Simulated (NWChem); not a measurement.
System: C3H3Br; SMILES C=C=CBr

The following NWChem deck was run.

```
start job
memory heap 200 mb stack 900 mb global 1100 mb
geometry units angstroms
  C      0.456178     2.859571     0.000000
  C     -0.178350     1.705697     0.000000
  C     -0.815856     0.557323     0.000000
  Br     0.086071    -1.126690     0.000000
  H      0.732121     3.364552    -0.942530
  H      0.732121     3.364552     0.942530
  H     -1.912662     0.463606     0.000000
end
basis spherical
  * library 6-31g*
end
dft
  xc hfexch
  iterations 150
end
driver
  maxiter 120
end
task dft optimize
task dft freq
```

This build's default masses of Se (78.918 u) and Br (79.917 u) are each other's, which moves their modes by up to 0.6 %.

The level has its own optimisation; frequencies are unscaled. Brackets give each atom's bonded neighbours.

### Question
Give the results of this calculation. (Hartree-Fock/6-31G* (spherical d).) Quantities: r C–C [C(CC)–C(CHH)] (Å); r C–H [C(CHH)–H(C)] (Å); r C–C [C(BrCH)–C(CC)] (Å); r Br–C (Å); highest harmonic frequency (cm⁻¹); lowest (cm⁻¹); zero-point energy (kcal/mol); dipole (D).

### Answer
```yaml
r C–C [C(CC)–C(CHH)] (Å): 1.295
r C–H [C(CHH)–H(C)] (Å): 1.075
r C–C [C(BrCH)–C(CC)] (Å): 1.290
r Br–C (Å): 1.902
highest harmonic frequency (cm⁻¹): 3428
lowest (cm⁻¹): 180
zero-point energy (kcal/mol): 31.6
dipole (D): 2.07
```
